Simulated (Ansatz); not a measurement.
Ansatz (an electronic-structure program) input (B3LYP-D3(BJ)/def2-TZVP):

Ansatz 0.2 input:
```yaml
crystal:
  periodic: [false, false, false]
  atoms:
    - {symbol: Zn, position_ang: [0.54105630, 0.11926390, -0.54717701]}
    - {symbol: H, position_ang: [-0.50244282, -0.13707682, 0.50799080]}
basis:
  gaussian:
    orbitals: def2-TZVP
hamiltonian:
  xc: b3lyp
  dispersion: d3bj
total_charge: 1
relax: {f_tol: 0.002, max_steps: 150}
```

Output:

```
Functional definition: B3LYP
integrals: 0.01 GiB planned
489 factors; integrals over basis functions are off by at most 5.1e-4 eV
mean field: 0.13 GiB planned
mean field evaluation 1: about -48426.1881 eV, gradient 2.8e1 eV
mean field evaluation 2: about -48424.2939 eV, gradient 4.4e1 eV
mean field evaluation 4: about -48428.0269 eV, gradient 2.8e0 eV
mean field evaluation 8: about -48428.0430 eV, gradient 8.7e-3 eV
mean field -48428.04300151 eV, -1779.6977545988 hartree, gradient 8.8e-5 eV, S^2 0.000000; 0 other end points of the search recorded, 0 dependent functions left out
the calculation of the forces begins
reference -48428.04318259 eV, -1779.6977612534 hartree; 15, 15 occupied and 39, 39 virtual orbitals, 489 factors
relax step   1: F+E_penalty+E_count = -48428.06253774 eV  Δ(F+E_penalty+E_count) = +0.000e0 eV  max|allowed force component| = 3.061e-1 eV/Å  Δτ_max = 0.0000 Å  (24 SCF iters, accepted)
these checks for a lower state are left out or cut short: starts, cluster_reference, orbital_swaps, neighbouring_geometries, increment
integrals: 0.01 GiB planned
489 factors; integrals over basis functions are off by at most 5.7e-4 eV
mean field: 0.13 GiB planned
mean field evaluation 16: about -48428.0487 eV, gradient 1.4e-5 eV
mean field -48428.04868595 eV, -1779.6979634983 hartree, gradient 2.3e-5 eV, S^2 0.000000; 0 other end points of the search recorded, 0 dependent functions left out
the calculation of the forces begins
reference -48428.04886766 eV, -1779.6979701758 hartree; 15, 15 occupied and 39, 39 virtual orbitals, 489 factors
relax step   2: F+E_penalty+E_count = -48428.06836307 eV  Δ(F+E_penalty+E_count) = -5.825e-3 eV  max|allowed force component| = 1.151e-1 eV/Å  Δτ_max = 0.0098 Å  (26 SCF iters, accepted)
these checks for a lower state are left out or cut short: starts, cluster_reference, orbital_swaps, neighbouring_geometries, increment
integrals: 0.01 GiB planned
489 factors; integrals over basis functions are off by at most 6.1e-4 eV
mean field: 0.13 GiB planned
mean field -48428.04960458 eV, -1779.6979972574 hartree, gradient 2.2e-5 eV, S^2 0.000000; 0 other end points of the search recorded, 0 dependent functions left out
the calculation of the forces begins
reference -48428.04978672 eV, -1779.6980039510 hartree; 15, 15 occupied and 39, 39 virtual orbitals, 489 factors
relax step   3: F+E_penalty+E_count = -48428.06938835 eV  Δ(F+E_penalty+E_count) = -1.025e-3 eV  max|allowed force component| = 2.961e-3 eV/Å  Δτ_max = 0.0061 Å  (26 SCF iters, accepted)
these checks for a lower state are left out or cut short: starts, cluster_reference, orbital_swaps, neighbouring_geometries, increment
integrals: 0.01 GiB planned
489 factors; integrals over basis functions are off by at most 6.1e-4 eV
mean field: 0.13 GiB planned
mean field -48428.04960218 eV, -1779.6979971692 hartree, gradient 1.4e-5 eV, S^2 0.000000; 0 other end points of the search recorded, 0 dependent functions left out
the calculation of the forces begins
reference -48428.04978433 eV, -1779.6980038632 hartree; 15, 15 occupied and 39, 39 virtual orbitals, 489 factors
relax step   4: F+E_penalty+E_count = -48428.06938905 eV  Δ(F+E_penalty+E_count) = -7.040e-7 eV  max|allowed force component| = 2.370e-6 eV/Å  Δτ_max = 0.0002 Å  (18 SCF iters, accepted)
integrals: 0.01 GiB planned
489 factors; integrals over basis functions are off by at most 6.1e-4 eV
mean field: 0.13 GiB planned
mean field evaluation 32: about -48426.1934 eV, gradient 2.8e1 eV
mean field -48428.04960218 eV, -1779.6979971692 hartree, gradient 1.4e-5 eV, S^2 0.000000; 1 other end points of the search recorded, 0 dependent functions left out
the calculation of the forces begins
reference -48428.04978433 eV, -1779.6980038632 hartree; 15, 15 occupied and 39, 39 virtual orbitals, 489 factors
Total energy: -48428.06957120 eV, -1779.6987310172 hartree
Atom 0 at     0.552181     0.121997    -0.558426 Å, force     0.000002     0.000001    -0.000002 eV/Å
Atom 1 at    -0.513567    -0.139810     0.519240 Å, force    -0.000002    -0.000001     0.000002 eV/Å
Dipole moment:     0.205574     0.050500    -0.207872 e Å
```
